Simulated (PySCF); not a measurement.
MoO2Br, SMILES [Mo]([Br])(=[O])=[O] (connectivity only; charge and spin as stated), neutral, multiplicity 2.

Geometry: B3LYP-D3(BJ)/def2-SVP. The geometry has at least one imaginary mode, so it is a saddle point at that level. The multiplicity is an assumed one; other spin states were not compared. The def2 effective core potentials stand for the cores of Mo; spin–orbit coupling is left out.

Level of theory: PySCF with PBE/def2-TZVPD.

```yaml
total_energy: -2792.51005 hartree
point_group: C2v
"α spin, highest occupied and lowest empty level": -6.34 and -5.05 eV
"β spin, highest occupied and lowest empty level": -8.04 and -4.90 eV
dipole_moment: 1.41 D
quadrupole, principal values (traceless, Buckingham form, about the centre of nuclear charge): -3.57, -3.53, 7.10 D·Å
mean_static_polarisability: 69.5 bohr³ (10.30 Å³)
polarisability_principal_values: 53.6, 65.0, 90.0 bohr³
"⟨S²⟩": 0.757 (pure state 0.75)
```
